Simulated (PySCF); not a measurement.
# TlBr: one state, many levels of theory

State: ¹Σ⁺ (singlet), closed shell. Set-up: basis Tl cc-pVDZ-PP with ECP60, Br cc-pVDZ-PP with ECP10; scalar-relativistic core potentials; PySCF 2.14. De refers to Tl + Br in their high-spin ground configurations, without counterpoise correction. A positive dipole means Tl(−)Br(+).

```
      Level  Re (Å)  ωe (cm⁻¹)  De (eV)  μ (D)
        RHF   2.708        180     2.85  -5.51
    RHF-MP2   2.667        194     3.76    n/a
RHF-SCS-MP2   2.680        191     3.65    n/a
   RHF-CCSD   2.681        190     3.55    n/a
RHF-CCSD(T)   2.680        191     3.62    n/a
        PBE   2.689        185     4.10  -4.37
       TPSS   2.691        185     4.09  -4.58
     r²SCAN   2.670        191     4.07  -4.56
       PBE0   2.670        190     3.97  -4.68
      HSE06   2.673        190     3.98  -4.63
     M06-2X   2.703        184     3.84  -5.36
     B2PLYP   2.682        189     3.84  -4.95
```

Task: Which functional lies closest to RHF-CCSD(T) in De, which farthest, and by how much do they differ from it?

Result: Closest is M06-2X (+2.3 pm in Re, -3.7 % in ωe, +0.22 eV in De against RHF-CCSD(T) in the same basis), farthest PBE (+0.9 pm in Re, -3.1 % in ωe, +0.48 eV in De). CCSD(T) converges more slowly with the basis than the functionals do and binds too weakly in this one, so the order can change at the basis-set limit.

Task: What does a quarter of exact exchange do here, going from PBE to PBE0?

Result: PBE0 less PBE: -1.9 pm in Re, +2.7 % in ωe, -0.13 eV in De. Exact exchange removes part of the self-interaction that spreads semilocal densities, and in most molecules shortens and stiffens the bond and lowers De; so it does here.

Task: What does second-order correlation do here, going from RHF to RHF-MP2?

Result: RHF-MP2 less RHF: -4.1 pm in Re, +7.8 % in ωe, +0.91 eV in De. Correlation nearly always deepens the well. The bond shortens, as in weak, metallic or heavy-atom bonds, where dispersion and the correlation of outer-core electrons pull the atoms together.

Measured (Huber and Herzberg, Constants of Diatomic Molecules (1979)): Re = 2.618191 Å, ωe = 192.1 cm⁻¹.

Correlated steps freeze 8 core orbitals. Correlated levels converge slowly with the basis: in double zeta they bind strong bonds too weakly, by up to about 1 eV, and carry superposition errors of some tenths. Spin–orbit coupling is left out, which matters for elements this heavy, above all for dissociation energies. Where the molecule has an RHF reference, its open-shell atoms are computed with UHF. B2PLYP dipoles, levels and charges come from its SCF part alone.
